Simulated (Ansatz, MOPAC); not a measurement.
Diatomic AsS+, closed-shell singlet (lowest of 2S+1 = 1, 3, 5 at CCSD(T)/def2-TZVPP on PBE0 minima; our sources give no spin for the ground state, which may be another). No spin–orbit coupling. As is treated without relativity.

Constants: fifth-degree fit in 1/R to seven points, most abundant isotopes. Runs in def2 and cc sets follow the lowest solution found near the PBE0 minimum. The singlet is held restricted. HF and MP2 rows in def2 and cc sets belong to the determinant that coupled cluster picked by its CCSD energy.

Correlated levels freeze the inner cores; with def2 sets outer-core shells near the valence are correlated too. CBS: X⁻³ extrapolation of the correlation energy, Hartree–Fock from the larger set. The state that AM1 reach isn't checked.

Run with Ansatz (an electronic-structure program) with Gaussian orbitals; MOPAC for AM1 (differences of heats of formation). Values without a source in brackets are computed.

### Question
What bond length and harmonic frequency does AM1 give?

### Answer
r_e = 1.943 Å, ω_e = 531 cm⁻¹.

### Question
What bond length and harmonic frequency does HF/def2-QZVPP give?

### Answer
r_e = 1.902 Å, ω_e = 763 cm⁻¹.

### Question
What bond length and harmonic frequency does CCSD(T)/CBS(def2-TZVPP, def2-QZVPP) give?

### Answer
r_e = 1.945 Å, ω_e = 660 cm⁻¹.

Doubts at one or more of the structures used: a restricted determinant that unrestricted orbitals would lower (HF/def2-QZVPP, CCSD(T)/CBS(def2-TZVPP, def2-QZVPP)).
